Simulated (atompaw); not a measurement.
**Varying the PAW (atompaw) potential for cadmium (Cd)**

Base potential:

```
Element                 : cadmium
Generator               : atompaw 4.2.0.5
Type                    : PAW
Functional              : PBEsol
Relativity              : scalar-relativistic
Frozen core             : [Kr]
Valence charge          : 12
Reference configuration : 4d10 5s2 5p0
Partial waves           : 5s (bound): rc 3.00 bohr; 5s channel at 4.1 Ry: rc 3.00 bohr; 5p (bound, empty): rc 3.00 bohr; 5p channel at 2.15 Ry: rc 3.00 bohr; 4d (bound): rc 3.00 bohr; 4d channel at 2.7 Ry: rc 3.00 bohr
Local potential         : troulliermartins scheme with l = 3 at 0 Ry, radius 2.80 bohr
Core correction         : smooth core density matched at 2.50 bohr
Augmentation charge     : sinc compensation charge, radius 2.95 bohr; PAW radius 3.00 bohr; waves and projectors: custom polynom2 7 10 vanderbiltortho
```

Cutoffs, loose and tight: the cutoffs (Ry, on a coarse ladder) from which the occupation-weighted sum of valence levels, in a spherical-Bessel basis at the reference potential, stays within 10 and 1 mRy of its value at 400 Ry. They see the waves, projectors and local potential, not the compensation charge or the core. A dash means not determined.

```tsv
change	outcome	cutoff, loose	cutoff, tight	bound ghosts
base	generated	21 Ry	40 Ry	none
all radii scaled by about 0.77 (s 2.30, p 2.30, d 2.30 bohr); local potential troulliermartins scheme with l = 3 at 0 Ry, radius 2.14 bohr; augmentation sinc compensation charge, radius 2.26 bohr; PAW radius 2.30 bohr; waves and projectors: custom polynom2 7 10 vanderbiltortho; core correction smooth core density matched at 1.92 bohr	failed: atompaw: The overlap operator has at least one negative eigenvalue!	–	–	–
all radii scaled by about 1.19 (s 3.56, p 3.56, d 3.56 bohr); local potential troulliermartins scheme with l = 3 at 0 Ry, radius 3.32 bohr; augmentation sinc compensation charge, radius 3.50 bohr; PAW radius 3.56 bohr; waves and projectors: custom polynom2 7 10 vanderbiltortho; core correction smooth core density matched at 2.96 bohr	generated	10 Ry	25 Ry	none
all radii scaled by about 1.28 (s 3.84, p 3.84, d 3.84 bohr); local potential troulliermartins scheme with l = 3 at 0 Ry, radius 3.58 bohr; augmentation sinc compensation charge, radius 3.78 bohr; PAW radius 3.84 bohr; waves and projectors: custom polynom2 7 10 vanderbiltortho; core correction smooth core density matched at 3.20 bohr	generated	8 Ry	21 Ry	none
```

What comes out with this change to the base: all radii scaled by about 1.08 (s 3.24, p 3.24, d 3.24 bohr); local potential troulliermartins scheme with l = 3 at 0 Ry, radius 3.02 bohr; augmentation sinc compensation charge, radius 3.18 bohr; PAW radius 3.24 bohr; waves and projectors: custom polynom2 7 10 vanderbiltortho; core correction smooth core density matched at 2.70 bohr?

outcome: generated; cutoff, loose: 12 Ry; cutoff, tight: 30 Ry; bound ghosts: none.

What comes out with this change to the base: all radii scaled by about 0.95 (s 2.84, p 2.84, d 2.84 bohr); local potential troulliermartins scheme with l = 3 at 0 Ry, radius 2.66 bohr; augmentation sinc compensation charge, radius 2.80 bohr; PAW radius 2.84 bohr; waves and projectors: custom polynom2 7 10 vanderbiltortho; core correction smooth core density matched at 2.36 bohr?

outcome: generated; cutoff, loose: 25 Ry; cutoff, tight: 50 Ry; bound ghosts: none.

What comes out with this change to the base: all radii scaled by about 0.85 (s 2.56, p 2.56, d 2.56 bohr); local potential troulliermartins scheme with l = 3 at 0 Ry, radius 2.40 bohr; augmentation sinc compensation charge, radius 2.52 bohr; PAW radius 2.56 bohr; waves and projectors: custom polynom2 7 10 vanderbiltortho; core correction smooth core density matched at 2.14 bohr?

outcome: generated; cutoff, loose: 40 Ry; cutoff, tight: 80 Ry; bound ghosts: none.

Reading the sweep of the scale of all radii (base = 1) (base included, trends over the rows without a ghost): The loose cutoff falls from 40 Ry at 0.85 to 8 Ry at 1.28. A larger radius leaves more room for a smooth pseudo-wave, so fewer plane waves are needed; a smaller one forces it to follow the all-electron wave where it bends sharply. The generation fails at 0.77.
